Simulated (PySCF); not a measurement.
C₂H₆ClGa. Atoms are numbered in the order given.

```xyz
10

Ga     0.0000     0.0000    -0.3357
C      0.0002     1.8009    -1.1301
H      0.8812     2.3580    -0.7739
H      0.0120     1.7720    -2.2296
H     -0.8948     2.3482    -0.7936
C     -0.0002    -1.8009    -1.1301
H      0.8948    -2.3482    -0.7936
H     -0.8812    -2.3580    -0.7739
H     -0.0120    -1.7720    -2.2296
Cl     0.0000     0.0000     1.8565
```
Charge 0, spin multiplicity 1.

Geometry optimised at B3LYP-D3(BJ)/def2-SVP. The isomer is the one that the SMILES or the coordinates give; other isomers of the formula were not compared.

Level of theory: PySCF with PBE/def2-TZVP.

ESP charges are fitted to the potential on shells at 1.4 to 2.0 van der Waals radii. Atomic charges (e):

```tsv
atom	Mulliken	ESP fit
Ga1	0.46	0.78
C2	-0.51	-0.69
H3	0.15	0.16
H4	0.14	0.16
H5	0.15	0.16
C6	-0.51	-0.69
H7	0.15	0.16
H8	0.15	0.16
H9	0.14	0.16
Cl10	-0.32	-0.37
```
